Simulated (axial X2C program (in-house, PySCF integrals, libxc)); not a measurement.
## How long does AuH take?

A bond scan computed with an in-house all-electron X2C program for linear molecules (integrals from PySCF). Basis: Au dyall-cv3z [13s14p9d6f4g], H dyall-v3z [6s2p1d] (cores contracted in-house).

The run was started with this input:
```json
{"zs": [79, 1], "q": 0, "bas": ["dyall-cv3z", "dyall-v3z"], "levels": ["PBE0", "HF", "LDA"], "cc": true, "r0": 1.56, "thr": -2.0, "nmax": 90, "npts": 10, "nst": 2, "ntry": 6}
```
```bash
python so2c.py task.json out
```

Keys: zs atomic numbers; q charge; bas basis sets; levels methods; cc coupled cluster on or off; r0 starting distance in Å; thr threshold in hartree for freezing inner shells (an s shell follows its p shell); nmax most natural virtual spinors; npts points on the curve; nst determinants followed; ntry starts of the search. HF also brings MP2.

Hardware: 1 thread of Arm Neoverse V2 (shared host).

Wall time of one point of each curve, integrals apart:

```
Hamiltonian                                level  points  seconds a point
  spin-free                                 PBE0      10             0.33
  spin-free                                   HF      10             0.18
  spin-free  CCSD(T) (12 electrons, 90 virtuals)       7              4.2
  spin-free                                  LDA      10             0.19
         2c                                 PBE0      10             0.45
         2c                                   HF      10             0.33
         2c  CCSD(T) (12 electrons, 90 virtuals)       7              4.8
         2c                                  LDA      10             0.21
```

The rest:

Search with its distance optimisation 16 s, atoms 11 s, whole task 110 s. Coupled cluster runs on the points near the minimum only. The program drops outer points, and coupled cluster, when its time limit (not in the input) nears; MP2, further determinants and curves that did not converge are not in the table.
